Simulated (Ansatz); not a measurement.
The lowest singlet and triplet of NH (SMILES [NH]); geometries from B3LYP-D3(BJ)/def2-TZVP, each state relaxed from the structure named, with no frequency check, low spin by broken symmetry.
Singlet at the triplet's geometry (charge 0, multiplicity 1):
| atom | x (Å) | y (Å) | z (Å) |
|---|---|---|---|
| N | 0.0000 | 0.0000 | -0.1302 |
| H | 0.0000 | 0.0000 | 0.9116 |

A positive gap puts the triplet lower; no zero-point energy. R- takes a restricted singlet, here one determinant of a half-filled degenerate or near-degenerate pair, which mixes singlet states. U- takes an unrestricted singlet (broken symmetry where lower, unprojected). The triplet is unrestricted in single-reference levels. Active spaces average the two states.

Frozen-core correlation.

Programs: Ansatz (Gaussian orbitals). Values without a source in brackets are computed.

| level | gap E(singlet) − E(triplet), vertical, at the triplet's geometry (kJ/mol) |
|---|---|
| R-B3LYP/def2-TZVPP | 211.8 |
| R-wB97X-V/def2-TZVPP | 201.9 |
| U-B2PLYP/def2-TZVPP (spin-contaminated) | 60.1 |
| R-SCS-MP2/cc-pVDZ | 226.1 |
| R-SCS-MP2/cc-pVTZ | 203.6 |
| R-CCSDT(Q)/cc-pVDZ | 176.1 |
| SA-CASSCF(6,5)/cc-pVQZ | 183.5 |
| SC-NEVPT2 on SA-CASSCF(6,5)/cc-pVTZ | 163.7 |
| FIC-MRCISD+Q on SA-CASSCF(6,5)/cc-pVQZ | ? |

Task: Some entries are withheld; supply them.

Result: 
- FIC-MRCISD+Q on SA-CASSCF(6,5)/cc-pVQZ, gap E(singlet) − E(triplet), vertical, at the triplet's geometry (kJ/mol): 153.8

Doubts at one or more of the structures used: a restricted determinant that unrestricted orbitals would lower (R-B3LYP/def2-TZVPP, R-wB97X-V/def2-TZVPP, R-SCS-MP2/cc-pVDZ, R-SCS-MP2/cc-pVTZ, R-CCSDT(Q)/cc-pVDZ); other coupled-cluster roots lie near (R-CCSDT(Q)/cc-pVDZ).

Ansatz is a first-principles code.
